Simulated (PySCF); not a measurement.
**Electron correlation in Sb²⁺ (antimony, charge +2)**

Starting occupation: [Kr] 4d10 5s2 5p1, 5p1/2 with m_j = +1/2. Calculation: PySCF 2.14, in x2c-TZVPPall-2c with one added diffuse shell each of s, p, d, f type (9s10p6d3f, 90 functions); X2C-1e with screened-nucleus spin-orbit coupling, Gaussian nucleus. Frozen: [Kr]; 13 electrons correlated; the 14 highest virtual spinors left out.

MP2 pair energies summed by pair of shells (mhartree):

```tsv
pair	energy	share (%)
4d3/2-4d5/2	-78.42	28.3
4d5/2-4d5/2	-57.56	20.8
4d5/2-5s1/2	-40.07	14.5
4d3/2-5s1/2	-25.93	9.4
4d3/2-4d3/2	-24.26	8.8
5s1/2-5s1/2	-18.49	6.7
5p1/2-5s1/2	-13.88	5.0
4d5/2-5p1/2	-10.99	4.0
4d3/2-5p1/2	-7.45	2.7
```

Total MP2 correlation energy: -277.05 mhartree.

The virtual space was cut to 110 spinors, which keep -277.05 of the -277.05 mhartree of MP2 correlation.

| level | correlation energy (mhartree) |
| --- | --- |
| CCSD | -272.22 |
| (T) | -4.79 |
| CCSD(T) | -277.01 |

Diagnostics: T1 = 0.015, largest double amplitude 0.076.

Is a single reference adequate?

Mostly. T1 lies below 0.03, but a double amplitude of this size points to a near-degeneracy that CCSD handles and MP2 describes poorly.

This basis was not built for core-valence correlation, so the inner-shell part is incomplete.
